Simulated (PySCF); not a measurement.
**Correlation energy of In⁺ (indium, charge +1)**

[Kr] 4d10 5s1 5p1, high-spin 3P determinant (an excited configuration). Calculation: PySCF 2.14, in x2c-TZVPPall (8s6p4d2f, 60 functions); scalar relativity by spin-free X2C-1e. Frozen: [Kr] 4d10; 2 electrons correlated.

With two correlated electrons CCSD is exact within the correlated space (frozen core and kept virtual orbitals).

```csv
level,correlation energy (mhartree)
CCSD,-3.30
```

Diagnostics: T1 = 0.0028, D1 = 0.0044, largest double amplitude 0.039.

Cost of the coupled-cluster step: roughly 0.6 core-seconds, for 2 correlated electrons.

Iterations:

```
CC2 = 0
CCSD nocc = (np.int64(2), np.int64(0)), nmo = (37, 37)
frozen orbitals [[0, 1, 2, 3, 4, 5, 6, 7, 8, 9, 10, 11, 12, 13, 14, 15, 16, 17, 18, 19, 20, 21, 22], [0, 1, 2, 3, 4, 5, 6, 7, 8, 9, 10, 11, 12, 13, 14, 15, 16, 17, 18, 19, 20, 21, 22]]
max_cycle = 100
direct = 0
conv_tol = 1e-08
conv_tol_normt = 1e-06
diis_space = 8
diis_start_cycle = 0
Init t2, MP2 energy = -0.00200768622763252
Init E_corr(UCCSD) = -0.00200768622775432
cycle = 1  E_corr(UCCSD) = -0.00273985290094039  dE = -0.000732166673  norm(t1,t2) = 0.0161713
cycle = 2  E_corr(UCCSD) = -0.00304360367765501  dE = -0.000303750777  norm(t1,t2) = 0.00756541
cycle = 3  E_corr(UCCSD) = -0.00330174062777758  dE = -0.00025813695  norm(t1,t2) = 0.00365402
cycle = 4  E_corr(UCCSD) = -0.00329856114693598  dE = 3.17948084e-06  norm(t1,t2) = 0.000226439
cycle = 5  E_corr(UCCSD) = -0.0032988292403665  dE = -2.68093431e-07  norm(t1,t2) = 1.86308e-05
cycle = 6  E_corr(UCCSD) = -0.00329876917367362  dE = 6.00666929e-08  norm(t1,t2) = 2.33173e-06
cycle = 7  E_corr(UCCSD) = -0.00329879272181524  dE = -2.35481416e-08  norm(t1,t2) = 3.73306e-07
cycle = 8  E_corr(UCCSD) = -0.00329878983883158  dE = 2.88298367e-09  norm(t1,t2) = 7.15094e-08
UCCSD converged
E(UCCSD) = -5877.900791297922  E_corr = -0.003298789838831578
```

The basis was made for the ground configuration and has no added diffuse functions, which can raise the energy of the promoted electron.
